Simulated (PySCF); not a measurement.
GeBr3, SMILES [Br][Ge]([Br])[Br], multiplicity 2. Atoms are numbered in the order given.

```xyz
4

Ge     0.0000     0.0000     0.6111
Br     1.8668    -1.0778    -0.1863
Br    -1.8668    -1.0778    -0.1863
Br     0.0000     2.1557    -0.1863
```
Charge 0, spin multiplicity 2.

The structure is a stationary point at ωB97X-D3(BJ)/def2-SVP.

Method: TDA-CAM-B3LYP/def2-SVPD (PySCF).

Vertical excitations; the highest root listed may be one member of a degenerate set. The molecule is in vacuum.

```tsv
state	energy (eV)	λ (nm)	f	main pairs
root 1	2.75	451	0.000	β HOMO→LUMO 98 %
root 2	2.98	416	0.001	β HOMO−1→LUMO (degenerate set)
root 3	2.98	416	0.001	β HOMO−2→LUMO (degenerate set)
root 4	3.41	363	0.022	β HOMO−3→LUMO (degenerate set)
root 5	3.41	363	0.022	β HOMO−4→LUMO (degenerate set)
root 6	3.98	312	0.002	α HOMO→LUMO 27 %, β HOMO−5→LUMO 69 %
root 7	4.42	281	0.032	α HOMO→LUMO 70 %, β HOMO−5→LUMO 26 %
root 8	5.04	246	0.010	α HOMO→LUMO+1, β HOMO−6→LUMO (degenerate set)
root 9	5.04	246	0.010	α HOMO→LUMO+2, β HOMO−7→LUMO (degenerate set)
root 10	5.34	232	0.087	α HOMO→LUMO+1 78 %, β HOMO−6→LUMO 7 %
```
Unrestricted roots are not spin-pure.
